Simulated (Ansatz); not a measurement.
A search over several starts for the lowest SCF solution of the cluster Si4 at the given spin, in a small basis.

```yaml
crystal:
  periodic: [false, false, false]
  atoms:
    - {symbol: Si, position_ang: [-0.822202, -0.193055, -1.015485]}
    - {symbol: Si, position_ang: [-1.297332, -0.645421, 1.172604]}
    - {symbol: Si, position_ang: [0.823024, 0.192548, 1.016037]}
    - {symbol: Si, position_ang: [1.296520, 0.645928, -1.173165]}
basis:
  gaussian: {orbitals: def2-SVP}
hamiltonian: {xc: pbe0, dispersion: d4}
output: {orbitals: {seedname: orbitals}}
```

```sh
$ ansatz run in.yaml --threads 4 --pin off --events-out ev --progress --plain --max-ram 3916MiB
```

Shortened log:

```
Functional definition: PBE0
664 factors; integrals over basis functions are off by at most 9.9e-4 eV
mean field evaluation 1: about -31483.7836 eV, gradient 1.2e1 eV
mean field evaluation 2: about -31483.8817 eV, gradient 1.1e1 eV
mean field evaluation 4: about -31484.3879 eV, gradient 3.5e-1 eV
mean field evaluation 8: about -31484.3875 eV, gradient 3.4e-3 eV
mean field -31484.38753514 eV, -1157.0299010321 hartree, gradient 3.7e-5 eV, S^2 0.000000; 0 other end points of the search recorded, 0 dependent functions left out
reference -31484.38755779 eV, -1157.0299018643 hartree; 28, 28 occupied and 44, 44 virtual orbitals, 664 factors
Total energy: -31484.61047903 eV, -1157.0380940687 hartree
```

It took 0.9 s on 4 threads of Arm Neoverse N1 on a shared host.

The structure comes from a short search, and lower isomers may exist.
